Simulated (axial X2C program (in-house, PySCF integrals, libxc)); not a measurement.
## Spin–orbit effects along a row: molecules with Na (ions), CCSD(T)

All values come from calculations with an in-house relativistic program for diatomic molecules, spin-free (one-electron X2C) or two-component (2c: spin–orbit coupling with atomic mean-field Coulomb and Gaunt terms, which also bring small scalar terms), in Dyall basis sets with cores contracted in-house; open shells are unrestricted.

Basis sets: Ag dyall-cv3z, Cd dyall-cv3z, In dyall-cv3z, Mo dyall-cv3z, Na dyall-cv3z, Pd dyall-cv3z, Rb dyall-cv3z, Sr dyall-cv3z. Frozen shells (counts by l): NaRb⁺ Rb 3s2p1d, Na 2s1p, 9 electrons correlated; NaSr⁺ Sr 4s3p1d, Na 2s1p, 2 electrons correlated; NaMo⁺ Mo 4s3p1d, Na 2s1p, 6 electrons correlated; NaPd⁺ Pd 4s3p1d, Na 2s1p, 10 electrons correlated; NaAg⁺ Ag 4s3p1d, Na 2s1p, 11 electrons correlated; NaCd⁺ Cd 4s3p1d, Na 2s1p, 12 electrons correlated; NaIn⁺ In 4s3p2d, Na 2s1p, 3 electrons correlated. Coupled cluster in natural virtuals with an MP2 remainder. Where the outer core of a metal is frozen, bonds come out longer and ionisation energies lower. Frozen cores can differ along the series, which adds to the trend.

```
molecule   spin-free state  Re (Å)  ωe (cm⁻¹)  De (eV)  2c state  Re 2c (Å)  ωe 2c (cm⁻¹)  De 2c (eV)
   NaRb⁺  M_S = 1/2, Λ = 0   4.301       76.9     0.51   Ω = 1/2      4.301          76.9        0.51
   NaSr⁺    M_S = 0, Λ = 0   3.801      116.6     1.04     Ω = 0      3.801         116.6        1.04
   NaMo⁺    M_S = 3, Λ = 0   3.338      114.7     0.57     Ω = 3      3.339         114.7        0.57
   NaPd⁺    M_S = 0, Λ = 0   2.924      126.8     0.36     Ω = 0      2.926         126.8        0.36
   NaAg⁺  M_S = 1/2, Λ = 0   3.153      109.2     0.39   Ω = 1/2      3.154         109.1        0.39
   NaCd⁺    M_S = 0, Λ = 0   3.198      110.5     0.36     Ω = 0      3.198         110.5        0.36
   NaIn⁺  M_S = 1/2, Λ = 0   3.558      103.3     0.92   Ω = 1/2      3.553         103.0         n/a
```

(1) Work out the shifts from the spin-free to the two-component result.

Fragments in 2c: Rb+ + Na, Sr + Na+, Mo + Na+, Pd + Na+, Ag + Na+, Cd + Na+, In + Na+. Each entry is the lowest single determinant of a limited PBE0 search at one distance. De goes to single-determinant-based atoms at the same level (for ions the charge split of lowest energy) and is withheld (n/a) where an atom does not fit its ground term or J level. Main or longest-lived isotopes. One determinant is a doubtful description, or other states lie close, for NaMo⁺; these need not be ground states, and all values refer to the states named. Some open-shell Ω = 0 determinants are out of reach, so the Ω given for NaMo⁺ need not be the lowest component. With several unpaired electrons the Ω given is that of one determinant, not necessarily of the lowest component.

## Answers

(1) 

| molecule | 2c state | ΔRe (Å) | Δωe (cm⁻¹) | ΔDe (eV) |
| --- | --- | --- | --- | --- |
| NaRb⁺ | Ω = 1/2 | 0.000 | 0.0 | 0.00 |
| NaSr⁺ | Ω = 0 | 0.000 | noise | 0.00 |
| NaMo⁺ | Ω = 3 | 0.001 | 0.0 | 0.00 |
| NaPd⁺ | Ω = 0 | 0.002 | noise | 0.00 |
| NaAg⁺ | Ω = 1/2 | 0.001 | -0.1 | 0.00 |
| NaCd⁺ | Ω = 0 | 0.000 | 0.0 | 0.00 |
| NaIn⁺ | Ω = 1/2 | -0.005 | -0.3 | n/a |

Shifts of one unit in the last digit are rounding. Where the truncated virtual spaces of the two runs make Δωe unreliable it is marked noise.
